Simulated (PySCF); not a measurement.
A structure optimised at ωB97X-D3(BJ)/def2-SVP, used in a PySCF frequency run:

```
C
H 1 1.1030
N 1 1.4996 2 111.14
C 3 1.2881 1 104.43 2 -122.87
H 4 1.0990 3 121.03 1 -177.99
Si 1 1.8841 2 109.44 3 122.91
H 6 1.4906 1 111.74 2 -60.49
H 6 1.4926 7 109.30 1 120.50
H 6 1.4941 7 109.21 8 119.00
Si 4 1.8842 5 142.97 3 177.19
H 10 1.4911 4 116.86 5 -68.46
H 10 1.4924 11 108.69 4 -139.31
```

Task: Write its SMILES and formula.

Result: [SiH3][C@H]1N=C[SiH2]1, C₂H₇NSi₂

Task: What are its rotational constants (standard atomic weights)?

Result: 5.7195, 2.2837, 1.8455 GHz
